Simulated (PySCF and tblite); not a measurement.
Values are calculated unless marked as measured or tabulated.
C4H7FO2, numbered as in [F:1][CH:2]1[CH2:3][O:4][CH2:5][O:6][CH2:7]1.

Geometries PBE0-D3(BJ)/def2-SVP; weights from PBE0-D3(BJ)/def2-TZVP energies and GFN2-xTB thermal corrections, with symmetry numbers and mirror pairs. Conformers within 4 kcal/mol (GFN2-xTB free energy) were kept, 7 at most. GIAO shieldings: PBE0/pcSseg-1. Shifts are against TMS (¹H), TMS (¹³C), CFCl3 (¹⁹F) at the same level; of two unlike H on one atom, a is the less shielded. Codes: tblite and PySCF.

The 6-ring runs over atoms 2–3–4–5–6–7. Of a mirror pair one member is shown.

```csv
conformer,shape,symmetry,E(GFN2) kcal/mol,E(DFT) kcal/mol
1,6-ring chair (all substituents equatorial),Cs,0.00,0.00
2,6-ring chair (F1 axial),Cs,3.13,0.32
3,"6-ring twist-boat (ring torsions 66, -35, -32, 69, -34, -28°)",C1 (pair),3.91,4.05
```

How much do the weights at 298.15 K and the averaged shift of H3b/H7b depend on how the conformers are weighted?


| weighting | 1 (%) | 2 (%) | 3 (%) | δ (ppm) | rms dipole (D) |
| --- | --- | --- | --- | --- | --- |
| DFT energy with thermal terms, symmetry and mirror images (full scheme) | 58 | 42 | 0 | 3.58 | 2.02 |
| DFT energy with symmetry and mirror images | 63 | 37 | 0 | 3.52 | 1.91 |
| bare DFT energy | 63 | 37 | 0 | 3.52 | 1.91 |
| GFN2-xTB energy with symmetry and mirror images | 99 | 0 | 0 | 3.13 | 0.77 |
| GFN2-xTB free energy | 99 | 1 | 1 | 3.14 | 0.78 |
| leading conformer alone | 100 | 0 | 0 | 3.13 | 0.74 |
| equal weights | 33 | 33 | 33 | 3.70 | 1.92 |
| full scheme, search stopped after three starts | 0 | 99 | 1 | 4.20 | 2.99 |

The largest departure from the full scheme, 0.62 ppm, comes with: full scheme, search stopped after three starts.
